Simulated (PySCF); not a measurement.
Be(Cl)(GeH3) (BeClGeH3), SMILES [Cl][Be][GeH3].

Geometry optimised at PBE0-D3(BJ)/def2-TZVP.

The numbers are results of PySCF with TDA-PBE0/def2-SVPD, not measurements.

Vertical excitations; the highest root listed may be one member of a degenerate set.  State labels are in the subgroup Cs.

Computed UV-visible absorptions:
| state | symmetry | energy (eV) | λ (nm) | f | main pairs |
|---|---|---|---|---|---|
| S1 | A' | 6.08 | 204 | 0.079 | HOMO→LUMO (degenerate set) |
| S2 | A" | 6.08 | 204 | 0.079 | HOMO→LUMO+1 (degenerate set) |
| S3 | A' | 6.96 | 178 | 0.156 | HOMO→LUMO+2 89 % |
| S4 | A" | 6.97 | 178 | 0.000 | HOMO−1→LUMO+1 47 %, HOMO−2→LUMO 47 % |
| S5 | A" | 7.11 | 174 | 0.008 | HOMO−2→LUMO, HOMO−1→LUMO+1, HOMO−4→LUMO, HOMO−3→LUMO+1 (degenerate set) |
| S6 | A' | 7.11 | 174 | 0.008 | HOMO−2→LUMO+1, HOMO−1→LUMO, HOMO−3→LUMO, HOMO−4→LUMO+1 (degenerate set) |
| S7 | A" | 7.20 | 172 | 0.000 | HOMO−3→LUMO+1 47 %, HOMO−4→LUMO 47 % |
| S8 | A' | 7.31 | 170 | 0.011 | HOMO−3→LUMO, HOMO−4→LUMO+1, HOMO−2→LUMO+1, HOMO−1→LUMO (degenerate set) |
| S9 | A" | 7.31 | 170 | 0.011 | HOMO−4→LUMO, HOMO−3→LUMO+1, HOMO−2→LUMO, HOMO−1→LUMO+1 (degenerate set) |
| S10 | A' | 7.60 | 163 | 0.365 | HOMO−1→LUMO 39 %, HOMO−2→LUMO+1 39 %, HOMO→LUMO+6 8 %, HOMO→LUMO+2 7 % |
| T1 | A' | 4.75 | 261 | 0 | HOMO→LUMO (degenerate set) |
| T2 | A" | 4.75 | 261 | 0 | HOMO→LUMO+1 (degenerate set) |
| T3 | A' | 6.28 | 197 | 0 | HOMO→LUMO+2 73 % |
| T4 | A' | 6.52 | 190 | 0 | HOMO−2→LUMO+1 40 %, HOMO−1→LUMO 40 %, HOMO→LUMO+2 7 % |
Triplets are in the Tamm–Dancoff approximation.
